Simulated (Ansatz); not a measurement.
Reactions of `CC1=C[SiH]1[AlH2]`.

Gas-phase electronic energies from Ansatz, PBE0-D4/def2-TZVP geometries. CCSD(T)/CBS adds triple-zeta CCSD(T) − MP2 to the extrapolated MP2 energy (def2 sets, frozen cores). Double bonds are as drawn, so ΔE can hold a change between cis and trans. Functionals use def2-TZVPP. For Ge outer-core shells are correlated without core-valence functions, which leaves a few kJ/mol of doubt a bond. Scalar relativity is left out up to krypton. One conformer a species, not always the lowest.

```tsv
reaction	PBE0-D4 (kJ/mol)	CCSD(T)/CBS(def2) (kJ/mol)
`CC1=C[SiH]1[AlH2]` + `C[SiH2]N` → `C[SiH2][NH][AlH2]` + `CC1=C[SiH2]1`	-87	-102
`CC1=C[SiH]1[AlH2]` + `[CH2]1[NH][AlH]1` → `[AlH2][N]1[CH2][AlH]1` + `CC1=C[SiH2]1`	-84	-99
`CC1=C[SiH]1[AlH2]` + `C/C=C/N` → `C/C=C\[NH][AlH2]` + `CC1=C[SiH2]1`	-82	-97
`CC1=C[SiH]1[AlH2]` + `N[SiH2][GeH3]` → `[AlH2][NH][SiH2][GeH3]` + `CC1=C[SiH2]1`	-87	-102
`CC1=C[SiH]1[AlH2]` + `C[Si](O)(F)F` → `C[Si](F)(F)[O][AlH2]` + `CC1=C[SiH2]1`	-139	-157
```

Largest T1 diagnostic: 0.015, for `[CH2]1[NH][AlH]1`.
